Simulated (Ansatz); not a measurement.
Cost and result for the atomization energy of C$_{3}$H$_{6}$AlNO, SMILES `[CH3][Al]([CH3])[N]=C=O` (12 atoms, 11 bonds).

| atom | x (Å) | y (Å) | z (Å) |
| --- | --- | --- | --- |
| C1 | -1.660 | 0.900 | 0.603 |
| Al2 | -0.054 | 0.033 | -0.060 |
| C3 | 0.513 | -0.139 | -1.909 |
| N4 | 1.024 | -0.683 | 1.169 |
| C5 | 1.746 | -1.162 | 1.990 |
| O6 | 2.452 | -1.632 | 2.794 |
| H7 | -1.403 | 1.753 | 1.239 |
| H8 | -2.244 | 0.216 | 1.226 |
| H9 | -2.308 | 1.264 | -0.198 |
| H10 | 0.614 | -1.193 | -2.187 |
| H11 | -0.180 | 0.329 | -2.612 |
| H12 | 1.499 | 0.314 | -2.056 |

The species carries charge 0 and has multiplicity 1. All single points use the PBE0-D4/def2-TZVP geometry. It is one conformer, not always the lowest. Program: Ansatz. All runs use 4 threads of a server CPU on a shared host. Times are those of one run each, without the atoms' runs, and a repeat can differ threefold. Electronic energies, without spin–orbit coupling; frozen cores. CCSD(T)/CBS adds CCSD(T) − MP2 in def2-TZVPP to the MP2 limit, and its time is that of the two runs behind it. T1 = 0.014. B3LYP takes the VWN-RPA correlation (the form of Gaussian; ORCA's B3LYP/G). HSE06 is the plane-wave form, built on full-range PBE exchange.

CCSD(T)/CBS is a level of theory with its own doubt, some kJ/mol a heavy atom from the limit and from the frozen cores, so smaller differences don't rank the functionals.

```json
{"level": "revPBE-D4/def2-TZVPP", "functions": "281", "wall time": "2 s", "atomization (kcal/mol)": "1186.5", "difference from CCSD(T)/CBS": "5.7", "per bond": "0.5"}
{"level": "BLYP-D4/def2-TZVPP", "functions": "281", "wall time": "2 s", "atomization (kcal/mol)": "1191.5", "difference from CCSD(T)/CBS": "10.7", "per bond": "1.0"}
{"level": "PBE-D4/def2-TZVPP (with forces)", "functions": "281", "wall time": "2.5 s", "atomization (kcal/mol)": "1218.6", "difference from CCSD(T)/CBS": "37.8", "per bond": "3.4"}
{"level": "PBE0-D4/def2-TZVPP", "functions": "281", "wall time": "2.8 s", "atomization (kcal/mol)": "1189.5", "difference from CCSD(T)/CBS": "8.7", "per bond": "0.8"}
{"level": "BHLYP-D4/def2-TZVPP", "functions": "281", "wall time": "2.9 s", "atomization (kcal/mol)": "1144.1", "difference from CCSD(T)/CBS": "-36.7", "per bond": "-3.3"}
{"level": "HSE06-D4/def2-TZVPP", "functions": "281", "wall time": "3 s", "atomization (kcal/mol)": "1190.5", "difference from CCSD(T)/CBS": "9.7", "per bond": "0.9"}
{"level": "CAM-B3LYP-D4/def2-TZVPP", "functions": "281", "wall time": "3.3 s", "atomization (kcal/mol)": "1190.4", "difference from CCSD(T)/CBS": "9.6", "per bond": "0.9"}
{"level": "r2SCAN-D4/def2-TZVPP (with forces)", "functions": "281", "wall time": "3.9 s", "atomization (kcal/mol)": "1191.5", "difference from CCSD(T)/CBS": "10.7", "per bond": "1.0"}
{"level": "B3LYP-D4/def2-TZVPP (with forces)", "functions": "281", "wall time": "4.2 s", "atomization (kcal/mol)": "1186.8", "difference from CCSD(T)/CBS": "6.0", "per bond": "0.6"}
{"level": "CCSD(T)/def2-SVP", "functions": "118", "wall time": "6.5 s", "atomization (kcal/mol)": "1122.6", "difference from CCSD(T)/CBS": "-58.2", "per bond": "-5.3"}
{"level": "MP2/def2-QZVPP", "functions": "535", "wall time": "22 s", "atomization (kcal/mol)": "1197.9", "difference from CCSD(T)/CBS": "17.1", "per bond": "1.6"}
{"level": "CCSD(T)/def2-TZVPP", "functions": "281", "wall time": "3.3 min", "atomization (kcal/mol)": "1149.7", "difference from CCSD(T)/CBS": "-31.1", "per bond": "-2.8"}
{"level": "CCSD(T)/CBS(def2)", "functions": "–", "wall time": "3.6 min", "atomization (kcal/mol)": "1180.8", "difference from CCSD(T)/CBS": "0.0", "per bond": "0.0"}
```

Leaving LDA and LC-ωPBE aside and taking each functional with its dispersion term where it has one, the values spread over 74.4 kcal/mol, from BHLYP-D4 to PBE-D4. LDA lies +144.7 kcal/mol from PBE without D4, its usual overbinding. From BLYP to BHLYP (50 % exact exchange), in def2-TZVPP and without D4, the atomization energy moves by −42.8 kcal/mol: exact exchange takes away binding that semilocal exchange gives to molecules. In def2-TZVPP, CCSD(T) changes the Hartree–Fock value by +299.1 kcal/mol (the triples alone add +21.1 kcal/mol) and MP2 by +328.8 kcal/mol; breaking electron pairs costs correlation energy, which Hartree–Fock lacks.
